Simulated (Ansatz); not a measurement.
```yaml
crystal:
  periodic: [false, false, false]
  atoms:
    - {symbol: C, position_ang: [-0.425631, 2.179101, -0.481537]}
    - {symbol: In, position_ang: [-0.113355, 0.274009, 0.007842]}
    - {symbol: C, position_ang: [1.739322, -0.265115, 1.670457]}
    - {symbol: Si, position_ang: [-1.084353, -1.992321, -0.861244]}
    - {symbol: H, position_ang: [-0.942693, 2.047916, -1.364615]}
    - {symbol: H, position_ang: [-0.730659, 2.669793, 0.223089]}
    - {symbol: H, position_ang: [0.406653, 2.757081, -0.888155]}
    - {symbol: H, position_ang: [1.940623, -1.318937, 1.872689]}
    - {symbol: H, position_ang: [1.235261, 0.209198, 2.505066]}
    - {symbol: H, position_ang: [2.524733, 0.427558, 1.412363]}
    - {symbol: H, position_ang: [-1.619296, -1.623879, -2.238538]}
    - {symbol: H, position_ang: [-2.597927, -2.243865, -0.017179]}
    - {symbol: H, position_ang: [-0.499210, -3.253993, -0.933822]}
basis:
  gaussian: {orbitals: def2-SVPD}
hamiltonian: {xc: {name: wB97}}
relax: {f_tol: 0.001, max_steps: 1}
```

```sh
$ ansatz run in.yaml --threads 4 --pin off --events-out ev --progress --plain --max-ram 10444MiB
```

Shortened log:

```
Functional definition: wB97
1495 factors; their error is unknown
898 factors; integrals over basis functions are off by at most 5.2e-7 eV
mean field evaluation 1: about -15259.3576 eV, gradient 4.6e1 eV
mean field evaluation 2: about -15261.8561 eV, gradient 3.6e1 eV
mean field evaluation 4: about -15265.1728 eV, gradient 1.5e0 eV
mean field evaluation 8: about -15265.1292 eV, gradient 1.7e-1 eV
mean field evaluation 16: about -15265.1293 eV, gradient 3.6e-5 eV
mean field -15265.12926335 eV, -560.9831533519 hartree, gradient 3.6e-5 eV, S^2 0.000000; 0 other end points of the search recorded, 0 dependent functions left out
reference -15265.12924601 eV, -560.9831527146 hartree; 28, 28 occupied and 140, 140 virtual orbitals, 1495 factors
relax step   1: F+E_penalty+E_count = -15265.12926335 eV  Δ(F+E_penalty+E_count) = +0.000e0 eV  max|allowed force component| = 8.211e0 eV/Å  Δτ_max = 0.0000 Å  (30 SCF iters, accepted)
Error: geometry relaxation did not converge after 1 steps: max|allowed force component| = 8.21e0 eV/Å (threshold 1.0e-3). Raise `relax.max_steps` over both its present limit and 1, loosen `relax.f_tol`, or start from a geometry closer to equilibrium. Where this run's directory can be resumed (`checkpoint.write`), a resume goes on for up to `relax.max_steps` more
```

Something in this input is off. What?

The relaxation is allowed too few steps for its threshold. The run did not converge.
